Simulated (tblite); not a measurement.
Species: C7H12FO (charge +1).
Structure used (GFN2-xTB), in Å, numbered top down from 1:
```
atom  x, y, z in Å
C1    -2.0971   -0.9717    0.5772
C2    -1.3184    0.3319    0.7166
C3    -0.3754    0.6382   -0.4502
C4     0.3143    1.9894   -0.2749
C5     0.6339   -0.4837   -0.7078
F6     1.3872   -0.2124   -1.8042
C7     1.6429   -0.6028    0.5175
C8     2.5144   -1.6491    0.3410
O9     3.1949   -2.5132    0.1262
H10   -2.6034   -1.0155   -0.3831
H11   -1.4626   -1.8500    0.6766
H12   -2.8553   -1.0265    1.3529
H13   -0.7680    0.3386    1.6629
H14   -2.0320    1.1547    0.7725
H15   -0.9686    0.6748   -1.3730
H16    0.7742    2.0851    0.7076
H17   -0.4201    2.7851   -0.3626
H18    1.0621    2.1479   -1.0486
H19    0.1397   -1.4451   -0.8875
H20    2.1873    0.3543    0.5645
H21    1.0412   -0.7129    1.4307
```

Level: GFN2-xTB in tblite, geometry and Hessian alike; calculated harmonic values, unscaled, isolated species. Against measured fundamentals such values can be off by several per cent, at times by over 20. One conformer, not necessarily the lowest.

Harmonic wavenumbers (cm⁻¹): 38.2, 65.3, 108.8, 115.3, 198.7, 213.6, 243.7, 252.7, 269.6, 373.3, 404.8, 420.9, 475.4, 556.3, 566.3, 789.4, 809.4, 851.5, 877.9, 938.2, 963.3, 983.7, 1030.2, 1041.1, 1080.1, 1090.1, 1097.9, 1132.2, 1169.4, 1172.3, 1211.8, 1234.0, 1257.2, 1277.5, 1283.0, 1291.7, 1344.6, 1420.7, 1427.2, 1475.9, 1488.2, 1496.0, 1501.4, 1508.1, 2303.2, 2860.5, 2883.4, 2925.2, 2936.0, 2942.9, 3008.9, 3020.2, 3029.7, 3048.7, 3056.3, 3067.0, 3067.8.

A = 2203, B = 994.3, C = 831.7 MHz; mass 131.087 u (most abundant isotopes); point group C1, symmetry number 1.

Task: Zero-point energy?

Result: Half the sum of the wavenumbers: 38348 cm⁻¹ = 458.75 kJ/mol.

Task: What is S at 400 K and 1 bar for an ideal gas of classical rigid rotors and harmonic oscillators?

Result: Translation 175.77, rotation 127.33, vibration 179.62: S = 482.7 J/(mol K).

Task: And Cp and H(400 K) − H(0)?

Result: Cp = 213.76 J/(mol K), of which vibrations give 180.50 (their classical limit is 57 R = 473.9); H(400 K) − H(0) = 50.16 kJ/mol without the zero-point energy, 36.86 from vibrations.

Task: What must be added to the electronic energy to get the Gibbs energy at 400 K and 1 bar?

Result: ZPE + [H(400 K) − H(0)] − T·S = 458.75 + 50.16 − 193.09 = 315.82 kJ/mol.

Task: Blend soft modes into free rotors: weight 1/[1 + (100 cm⁻¹/ν̃)⁴] for the oscillator and the rest for a rotor with moment μB/(μ + B), μ = h/(8π²ν), B = 10⁻⁴⁴ kg m². What vibrational entropy results?

Result: 164.93 J/(mol K) in place of 179.62, which changes −T·S at 400 K by +5.88 kJ/mol.

Task: How do the functions run with temperature in this model?

Result: 
```
 T (K)  S (J/(mol K))  Cp (J/(mol K))  H − H(0) (kJ/mol)  G − H(0) (kJ/mol)  ln q(vib)
   150          335.4           105.9              10.43             -39.88       3.44
   250          399.1           147.3              23.07             -76.70       6.32
298.15          426.8           168.6              30.67             -96.58       7.68
   600          584.0           286.4             100.59            -249.79      15.99
   900          714.8           357.7             198.08            -445.20      23.80
```

q(vib) and H(0) count from the zero-point level.

Task: Which modes carry the vibrational entropy at 400 K?

Result: 38.2 cm⁻¹: 24.82; 65.3 cm⁻¹: 20.38; 108.8 cm⁻¹: 16.17; 115.3 cm⁻¹: 15.69; 198.7 cm⁻¹: 11.28; 213.6 cm⁻¹: 10.71 J/(mol K); the other 51 give 80.57 together.

Hindered rotation and anharmonicity are outside this model. Other conformers, if any are populated, would add a mixing term that is left out. The structure is chiral; the term R ln 2 for an equal mix with its mirror image is left out.

Time: 1.2 s. Hardware: one thread of an Arm Neoverse N1, no GPU (shared host). This covers the Hessian and the dipole derivatives.
